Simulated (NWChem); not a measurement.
Species: C2H4BNO2; SMILES OB1OC=NC1

```xyz
10

O      0.1122     2.0968     0.0000
B      0.0721     0.7534     0.0000
C      1.2258    -0.3222     0.0000
N      0.4823    -1.5876     0.0000
C     -0.7451    -1.2859     0.0000
O     -1.1211     0.0340     0.0000
H     -0.7644     2.4981     0.0000
H      1.8942    -0.2744     0.8767
H      1.8942    -0.2744    -0.8767
H     -1.5736    -2.0010     0.0000
```
Atoms are numbered in this order, from 1.

All runs: NWChem. The geometry was optimised at PBE0/def2-SVP. B3LYP is NWChem's, with the RPA form of VWN correlation.

For level B3LYP/def2-SVP:

- highest occupied level (eV): -7.24
- orbital gap (eV): 7.23

### Question
What are these values for level PW6B95/def2-SVP?

### Answer
| Item | Result |
|---|---|
| highest occupied level (eV) | -7.67 |
| orbital gap (eV) | 7.93 |
